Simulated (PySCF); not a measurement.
Al(All)(H)(Me) (C4H9Al), SMILES C=C[CH2][AlH][CH3]. Geometry: B3LYP-D3(BJ)/def2-SVP. The structure was generated by enumeration; whether it is a known compound was not checked. One conformer was computed; it need not be the lowest.

Give the equilibrium geometry at B3LYP-D3(BJ)/def2-SVP (PySCF confirms it by a frequency run) as Cartesian coordinates in Å. (Estimate from the structure and the level; the computed values follow.)

This is not unique; one that fits is 
```xyz
14

Al     0.7680    -0.1451     0.4503
C     -0.5266    -1.3936    -0.4603
C     -1.0162    -0.1066    -0.9790
C     -0.3264     0.7352    -1.8005
H     -1.2647    -1.9752     0.1012
H      0.0296    -2.0051    -1.1841
H     -1.9155     0.3013    -0.4975
H      0.5623     0.4052    -2.3476
H     -0.6989     1.7390    -2.0156
H      2.2131    -0.1357    -0.1950
C      0.2860     0.8389     2.0766
H      0.6488     1.8804     2.0496
H      0.7439     0.3682     2.9651
H     -0.8028     0.8648     2.2487
```
Charge 0, spin multiplicity 1.
